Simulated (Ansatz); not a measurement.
`[SiH3][O][Al]([Cl])[Br]` + NH₃ → `[NH2][Al]([Cl])[Br]` + silanol  (ligand exchange at the Al–O bond)

Isolated molecules relaxed with PBE0-D4/def2-TZVP in Ansatz; ΔE leaves out vibrations. CCSD(T)/CBS adds triple-zeta CCSD(T) − MP2 to the extrapolated MP2 energy (def2 sets, frozen cores). This one scheme is used for every species. Functionals use def2-TZVPP. HSE06 is defined as in plane-wave codes. For Br outer-core shells are correlated without core-valence functions, which leaves a few kJ/mol of doubt a bond. Scalar relativity is left out up to krypton. One conformer a species, not always the lowest.

```tsv
level	ΔE (kcal/mol)	difference from CCSD(T)/CBS
r2SCAN0-D4	14.8	-0.2
HSE06-D4	13.8	-1.2
ωB97M-V	14.2	-0.8
PBE	12.6	-2.4
revPBE	12.8	-2.2
PBE0	13.4	-1.6
HSE06	13.3	-1.7
HF/def2-SVP	17.7	2.7
CCSD/def2-SVP	16.4	1.4
HF/def2-QZVPP	17.1	2.1
CCSD(T)/CBS	15.0	0
```

Largest T1 diagnostic among the species: 0.011.

From PBE to PBE0 (25 % exact exchange), in def2-TZVPP and without D4, ΔE moves by +0.8 kcal/mol. At CCSD(T), def2-SVP lies +1.2 kcal/mol from the extrapolated value and def2-TZVPP +0.1 kcal/mol. Leaving LDA and LC-ωPBE aside and taking each functional with its dispersion term where it has one, the values, not all of them listed here, spread over 3.3 kcal/mol, from revPBE-D4 to BHLYP-D4. LDA lies −0.8 kcal/mol from PBE without D4.
